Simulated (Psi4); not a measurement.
cyclopropane (C₃H₆), singlet, geometry from GFN2-xTB; SVWN/def2-SVPD (Psi4).

Here is a job for Psi4.
```
memory 2 GB

molecule mol {
0 1
C    -0.001647    0.863879    0.014277
C     0.749028   -0.430640    0.000480
C    -0.747382   -0.433240   -0.014757
H    -0.011940    1.440071    0.926921
H     0.006394    1.469948   -0.878830
H     1.270736   -0.710376   -0.902067
H     1.252402   -0.740253    0.903684
H    -1.267963   -0.744633    0.878021
H    -1.249629   -0.714756   -0.927730
}

set {
  basis def2-svpd
  reference rks
}

energy('svwn')
print_variables()
```

It wrote (shortened):

```
   => Loading Basis Set <=

    Name: DEF2-SVPD
    Role: ORBITAL
    Keyword: BASIS

         ---------------------------------------------------------
                                   SCF
               by Justin Turney, Rob Parrish, Andy Simmonett
                          and Daniel G. A. Smith
                              RKS Reference
         ---------------------------------------------------------

  ==> Geometry <==

    Molecular point group: c1
    Full point group: C1

    Geometry (in Angstrom), charge = 0, multiplicity = 1:

       Center              X                  Y                   Z               Mass
    ------------   -----------------  -----------------  -----------------  -----------------
         C           -0.001646714605     0.863879261426     0.014277023969    12.000000000000
         C            0.749028285395    -0.430639738574     0.000480023969    12.000000000000
         C           -0.747381714605    -0.433239738574    -0.014756976031    12.000000000000
         H           -0.011939714605     1.440071261426     0.926921023969     1.007825032230
         H            0.006394285395     1.469948261426    -0.878829976031     1.007825032230
         H            1.270736285395    -0.710375738574    -0.902066976031     1.007825032230
         H            1.252402285395    -0.740252738574     0.903684023969     1.007825032230
         H           -1.267962714605    -0.744632738574     0.878021023969     1.007825032230
         H           -1.249628714605    -0.714755738574    -0.927729976031     1.007825032230

  Running in c1 symmetry.

  Rotational constants: A =      0.68055  B =      0.68055  C =      0.42485 [cm^-1]
  Rotational constants: A =  20402.24730  B =  20402.24225  C =  12736.67465 [MHz]
  Nuclear repulsion =   76.150107055566025

  Charge       = 0
  Multiplicity = 1
  Electrons    = 24
  Nalpha       = 12
  Nbeta        = 12

  ==> Algorithm <==

  SCF Algorithm Type is DF.
  DIIS enabled.
  MOM disabled.
  Fractional occupation disabled.
  Guess Type is SAD.
  Energy threshold   = 1.00e-06
  Density threshold  = 1.00e-06
  Integral threshold = 1.00e-12

  ==> Primary Basis <==

  Basis Set: DEF2-SVPD
    Blend: DEF2-SVPD
    Number of shells: 48
    Number of basis functions: 108
    Number of Cartesian functions: 114
    Spherical Harmonics?: true
    Max angular momentum: 2

  ==> DFT Potential <==

   => LibXC <=

    Version 7.1.2
    S. Lehtola, C. Steigemann, M. J. T. Oliveira, and M. A. L. Marques,  SoftwareX 7, 1–5 (2018) (10.1016/j.softx.2017.11.002)

   => Composite Functional: SVWN <=

    Slater exchange
    Vosko, Wilk & Nusair (VWN5_RPA)
    P. A. M. Dirac,  Math. Proc. Cambridge Philos. Soc. 26, 376 (1930) (10.1017/S0305004100016108)
    F. Bloch,  Z. Phys. 57, 545 (1929) (10.1007/BF01340281)
    S. H. Vosko, L. Wilk, and M. Nusair,  Can. J. Phys. 58, 1200 (1980) (10.1139/p80-159)

    Deriv               =              1
    GGA                 =          FALSE
    Meta                =          FALSE

    Exchange Hybrid     =          FALSE
    MP2 Hybrid          =          FALSE

   => Exchange Functionals <=

    1.0000         XC_LDA_X

   => Correlation Functionals <=

    1.0000   XC_LDA_C_VWN_RPA

   => LibXC Density Thresholds  <==

    XC_LDA_C_VWN_RPA:  1.00E-15
    XC_LDA_X:  1.00E-15

   => Molecular Quadrature <=

    Radial Scheme          =       TREUTLER
    Pruning Scheme         =           NONE
    Nuclear Scheme         =       TREUTLER

    Blocking Scheme        =         OCTREE
    BS radius alpha        =              1
    Pruning alpha          =              1
    Radial Points          =             75
    Spherical Points       =            302
    Total Points           =         194362
    Total Blocks           =           1500
    Max Points             =            256
    Max Functions          =            108
    Weights Tolerance      =       1.00E-15

   => Loading Basis Set <=

    Name: (DEF2-SVPD AUX)
    Role: JKFIT
    Keyword: DF_BASIS_SCF

  ==> Integral Setup <==

  SCF_SUBTYPE=INCORE selected. In-core MEM_DF algorithm will be used.
  Using in-core AOs.

  ==> MemDFJK: Density-Fitted J/K Matrices <==

    J tasked:                   Yes
    K tasked:                    No
    wK tasked:                   No
    Algorithm:                 Core
    Schwarz Cutoff:           1E-12
    Mask sparsity (%):       0.0000
    Fitting Condition:        1E-10

   => Auxiliary Basis Set <=

  Basis Set: (DEF2-SVPD AUX)
    Blend: DEF2-UNIVERSAL-JKFIT
    Number of shells: 111
    Number of basis functions: 333
    Number of Cartesian functions: 387
    Spherical Harmonics?: true
    Max angular momentum: 4

  Minimum eigenvalue in the overlap matrix is 1.7334034117E-04.
  Reciprocal condition number of the overlap matrix is 1.6302887820E-05.
    Using symmetric orthogonalization.

  ==> Pre-Iterations <==

  SCF Guess: Superposition of Atomic Densities via on-the-fly atomic UHF (no occupation information).

   -------------------------
    Irrep   Nso     Nmo
   -------------------------
     A        108     108
   -------------------------
    Total     108     108
   -------------------------

  ==> Iterations <==

                           Total Energy        Delta E     RMS |[F,P]|

   @DF-RKS iter SAD:  -116.90165482848026   -1.16902e+02   0.00000e+00
   @DF-RKS iter   1:  -116.65633196926629    2.45323e-01   8.75346e-03 DIIS/ADIIS
   @DF-RKS iter   2:  -115.60589305487439    1.05044e+00   1.51545e-02 DIIS/ADIIS
   @DF-RKS iter   3:  -117.15155438460098   -1.54566e+00   5.02098e-04 DIIS/ADIIS
   @DF-RKS iter   4:  -117.15281528506497   -1.26090e-03   1.81741e-04 DIIS/ADIIS
   @DF-RKS iter   5:  -117.15300117862502   -1.85894e-04   2.67391e-05 DIIS
   @DF-RKS iter   6:  -117.15300598976192   -4.81114e-06   1.87635e-06 DIIS
   @DF-RKS iter   7:  -117.15300600940591   -1.96440e-08   2.79947e-07 DIIS
  Energy and wave function converged.

  ==> Post-Iterations <==

   Electrons on quadrature grid:
      Ntotal   =   24.0000241818 ; deviation = 2.418e-05

    Orbital Energies [Eh]
    ---------------------

    Doubly Occupied:

[...]
    Virtual:

[...]
    Final Occupation by Irrep:
              A
    DOCC [    12 ]
    NA   [    12 ]
    NB   [    12 ]

  @DF-RKS Final Energy:  -117.15300600940591

   => Energetics <=

    Nuclear Repulsion Energy =             76.1501070555660249
    One-Electron Energy =                -307.3882300610923153
    Two-Electron Energy =                 131.8834208012767419
    DFT Exchange-Correlation Energy =     -17.7983038051563689
    Empirical Dispersion Energy =           0.0000000000000000
    VV10 Nonlocal Energy =                  0.0000000000000000
    Total Energy =                       -117.1530060094059138

Computation Completed

Properties will be evaluated at   0.000000,   0.000000,   0.000000 [a0]

Properties computed using the SCF density matrix

 Multipole Moments:

 ------------------------------------------------------------------------------------
     Multipole            Electronic (a.u.)      Nuclear  (a.u.)        Total (a.u.)
 ------------------------------------------------------------------------------------

 L = 1.  Multiply by 2.5417464519 to convert [e a0] to [Debye]
 Dipole X            :         -0.0000264            0.0000016           -0.0000247
 Dipole Y            :          0.0000012            0.0000024            0.0000036
 Dipole Z            :          0.0000007           -0.0000008           -0.0000002
 Magnitude           :                                                    0.0000250

 ------------------------------------------------------------------------------------

  Variable Map:
  ----------------------------------------------------------------------------
[...]
  Array Variable Map:
  ----------------------------------------------------------------------------
[...]
[...]
```
